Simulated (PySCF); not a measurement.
C7H10NP.
SMILES with atom numbers: `[CH3:1][c:2]1[cH:3][n:4]([CH:5]2[CH2:6][CH2:7]2)[cH:8][p:9]1`

NICS is the negative of the GIAO shielding at a point without a nucleus: at the ring centre (0) and 1 Å above and below it (1); zz is the component along the ring normal. Level: GIAO PBE0/pcSseg-1 (PySCF, non-relativistic, gas phase) on the GFN2-xTB geometry, one conformer.

Rings: 1. C2–C3–N4–C8–P9; 2. C5–C6–C7.

```json
{"set": "P", "NICS(0)": "-12.1", "NICS(1), two faces": "-10.4 / -11.0", "NICS(1)zz, two faces": "-25.1 / -25.7"}
{"set": "Q", "NICS(0)": "-41.7", "NICS(1), two faces": "-9.1 / -7.5", "NICS(1)zz, two faces": "-23.9 / -16.5"}
```

**Question.** Which set (ppm) belongs to which ring?

**Answer.** P = 1, Q = 2.
- 1 (5-membered ring with N and P; formal bonds all aromatic): mean NICS(1)zz -25.4 ppm, shielded.
- 2 (3-membered carbocycle; formal bonds all single): mean NICS(1)zz -20.2 ppm, shielded. C5, C6, C7 have four or more neighbours; no verdict on aromaticity is drawn.

**Question.** How do the rings differ in shape?

**Answer.** 
```csv
ring,bond lengths (Å),rms pucker (Å),HOMA,nearest outside atom to a NICS(1) probe (Å)
1,"1.363, 1.359, 1.353, 1.714, 1.774",0.00,0.80,hydrogen 2.49
2,"1.500, 1.498, 1.500",0.00,–,hydrogen 1.44
```

HOMA = 1 − mean of α(R − Ropt)² over the ring bonds, with Krygowski's 1993 parameters (CC: Ropt 1.388 Å, α 257.7 Å⁻²; CN: Ropt 1.334 Å, α 93.52 Å⁻²; CP: Ropt 1.698 Å, α 118.91 Å⁻²). A dash marks a ring with a four-coordinate atom, a triple bond, no multiple bond or a kind of bond without parameters.

Shape of the structure used: `[CH3:1][c:2]1[cH:3][n:4]([CH:5]2[CH2:6][CH2:7]2)[cH:8][p:9]1`: C3–N4–C5–C6 -57°.
